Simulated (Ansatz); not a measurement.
Mulliken charges of C2H5BBrF (`CCB(F)Br`) from PBE/def2-TZVPP in Ansatz (PBE0-D4/def2-TZVP geometry).

| atom | x (Å) | y (Å) | z (Å) | charge (e) |
| --- | --- | --- | --- | --- |
| C1 | -1.217 | -0.359 | 0.029 | -0.235 |
| C2 | 0.295 | -0.456 | -0.138 | -0.206 |
| B3 | 1.080 | 0.863 | 0.113 | 0.246 |
| F4 | 0.481 | 1.985 | 0.454 | -0.171 |
| Br5 | 2.998 | 0.941 | -0.060 | -0.099 |
| H6 | -1.648 | 0.369 | -0.661 | 0.089 |
| H7 | -1.486 | -0.045 | 1.040 | 0.089 |
| H8 | -1.698 | -1.321 | -0.160 | 0.087 |
| H9 | 0.560 | -0.810 | -1.142 | 0.101 |
| H10 | 0.718 | -1.219 | 0.528 | 0.101 |

**Question.** By hand: the dipole of these point charges (1 e Å = 4.8032 D).

**Answer.** Σ q r = (-0.186, -0.333, -0.064) e Å, of length 0.387 e Å = 1.86 D.

**Question.** How does the dipole of the full density compare? (Estimate.)

**Answer.** The calculation gave: (-0.223, -0.265, -0.044) e Å, 1.68 D; the point charges give 1.11 times that, at 11° from its direction.

Point charges leave out the atoms' own dipoles, such as those of lone pairs, and Mulliken's split depends on the basis, so the close match here is no proof of good charges.
